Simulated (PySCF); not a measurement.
Dipole moment and polarisability of `[SiH3]Cc1ccccn1`

Species: C6H9NSi.
Structure used (GFN2-xTB), in Å, numbered top down from 1:
```
atom  x, y, z in Å
Si1    2.5911    0.2889    0.7314
C2     1.4328    0.0332   -0.7678
C3     0.0170    0.0277   -0.3188
C4    -0.5989   -1.1439    0.1232
C5    -1.9080   -1.0901    0.5604
C6    -2.5678    0.1308    0.5491
C7    -1.8703    1.2390    0.0984
N8    -0.6183    1.1945   -0.3209
H9     3.9715    0.2692    0.2422
H10    2.2862    1.5609    1.3795
H11    2.3880   -0.8143    1.6753
H12    1.6754   -0.9060   -1.2641
H13    1.5797    0.8471   -1.4758
H14   -0.0524   -2.0755    0.1175
H15   -2.4083   -1.9841    0.9062
H16   -3.5910    0.2172    0.8796
H17   -2.3336    2.2175    0.0679
```

Level: PBE0/def2-SVPD (PySCF), static field, nuclei fixed, core orbitals frozen in the response. The polarisability tensor in these axes (au):

```
x   132.20  -1.06  -6.99
y    -1.06  98.34  -3.81
z    -6.99  -3.81  76.62
```

Task: Give the principal values, the mean and the anisotropy Δα = √{½[(α1 − α2)² + (α2 − α3)² + (α1 − α3)²]}.

Result: Principal values 75.10, 98.99 and 133.07 au; mean 102.39 au = 15.17 Å³ = 16.88 × 10⁻⁴⁰ C²·m²/J; Δα = 50.47 au (49 % of the mean).

Task: What is the dipole moment, and where does it point?

Result: (-0.75, -1.65, 0.25) D, 1.83 D in size, pointing from the negative to the positive side. Measured along this direction, the outermost atoms are H10 at the negative end and H15 at the positive end.

Task: Give the principal axes and the span of the nuclei along them.

Result: Largest value along (0.99, -0.02, -0.12), where the nuclei span 7.58 Å; middle along (0.00, 0.99, -0.17), 4.28 Å; least along (0.12, 0.17, 0.98), 3.07 Å. The response follows the extents in order.

Task: What would n − 1 = 2πNα be for an ideal gas of these molecules at 350 K and 1 atm, electronic part alone?

Result: N = p/kT = 2.0968 × 10¹⁹ cm⁻³, so n − 1 = 2π × N × 15.17 × 10⁻²⁴ cm³ = 1999 × 10⁻⁶ at long wavelengths, for an ideal gas.

Task: Estimate the molar refractivity from the static electronic polarisability.

Result: Lorentz–Lorenz: R = (4π/3)N_A α = 2.5225 cm³/(mol·Å³) × 15.17 Å³ = 38.3 cm³/mol, in the limit of long wavelengths.

Isolated species at its GFN2-xTB geometry (one conformer only).
